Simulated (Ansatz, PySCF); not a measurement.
Reaction (SMILES): N[Si](N)(N)O → N[Si](N)N + [OH] (HO) (the O-Si bond at the site shown breaks; other sites are not compared here)
Each molecule is optimised on its own at B3LYP-D3(BJ)/def2-TZVP (Ansatz, a quantum-chemistry and plane-wave program), one conformer each, not searched for the lowest.

Property: bond dissociation energy (enthalpy at 298 K, with B3LYP-D3(BJ) rigid-rotor harmonic-oscillator terms from PySCF), in kcal/mol. Correlated levels leave the core frozen unless marked. Open shells are spin-unrestricted. No spin-orbit coupling. Non-relativistic unless marked X2C. CBS(X,Y): correlation extrapolated as X^-3; Hartree-Fock from the larger set.

```
level                                                program  bond dissociation energy (kcal/mol)
--------------------------------------------  --------------  -----------------------------------
PBE0/STO-3G                                           Ansatz                                111.0
PBE0/def2-SVP                                         Ansatz                                    ?
B2GP-PLYP-D4/def2-TZVPD                       Ansatz + dftd4                                    ?
SCS-MP2/6-31G                                         Ansatz                                110.1
X2C-CCSD(T)/cc-pVTZ-DK                                Ansatz                                133.0
CCSD(T)/CBS(aug-cc-pV(T+d)Z,aug-cc-pV(Q+d)Z)          Ansatz                                137.9
```

Question: Some entries are withheld; supply them.

Answer: 
- PBE0/def2-SVP, bond dissociation energy (kcal/mol): 128.0
- B2GP-PLYP-D4/def2-TZVPD, bond dissociation energy (kcal/mol): 134.1
